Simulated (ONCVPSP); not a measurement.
**gold, ONCV: configuration errors across variants**

- Element: Au (Z = 79)
- Generator: ONCVPSP 4.0.1
- Type: optimised norm-conserving Vanderbilt (ONCV)
- Functional: PBE
- Relativity: scalar-relativistic
- Frozen core: [Kr] 4d10
- Valence charge: 33
- Reference configuration: 4f14 5s2 5p6 5d10 6s1
- Partial waves: 5s+6s: rc 1.50 bohr, ncon 3, nbas 6, qcut 7.7 1/bohr, 2 projectors; 5p: rc 1.70 bohr, ncon 5, nbas 9, qcut 7.8 1/bohr, 2 projectors, debl 1.8 Ha; 5d: rc 2.05 bohr, ncon 4, nbas 9, qcut 6.8 1/bohr, 2 projectors, debl 1.6 Ha; 4f: rc 0.60 bohr, ncon 4, nbas 9, qcut 24.5 1/bohr, 2 projectors, debl 1.6 Ha
- Local potential: polynomial inside 0.55 bohr (lpopt 5, dvloc0 0 Ha)
- Core correction: Teter function, fcfact 5.25, rcfact 1.15

In the p channel the program set the typed energies aside and used -2.197, 0.250 Ha. In the f channel the program set the typed energies aside and used -2.981, 0.250 Ha.

All-electron excitation energies from the reference (eV): (1) 4f14 5s2 5p6 5d10 6s0 9.409; (2) 4f14 5s2 5p6 5d9 6s0 30.617; (3) 4f14 5s2 5p6 5d8 6s0 64.495; (4) 4f14 5s2 5p6 5d9 6s2 1.693.

A true bound ghost makes a file unfit for plane-wave use even where its test errors are small: the radial tests pick states by their node count and pass the ghost by.

Errors AE − PS in meV (a dash: test not solved or not reliable):

```
      change   (1)   (2)   (3)   (4)  bound ghosts  GHOST(+) flags above zero
        base  -4.4  -7.4  -6.2  +3.5       s, p, d                       none
f: qcut 15.7  -4.4  -7.4  -6.1  +3.3       s, p, d                          f
f: qcut 19.7  -4.4  -7.5  -6.1  +3.4       s, p, d                       none
f: qcut 27.4  -4.4  -7.4  -6.2  +3.4       s, p, d                       none
f: qcut 31.3  -4.4  -7.4  -6.2  +3.4       s, p, d                       none
f: qcut 36.5  -4.4  -7.4  -6.2  +3.5       s, p, d                       none
```

(1) Give the same row for: f: qcut 23.3.

Results:

(1) -4.4, -7.4, -6.2, +3.4; bound ghosts: s, p, d; GHOST(+) flags above zero: none.
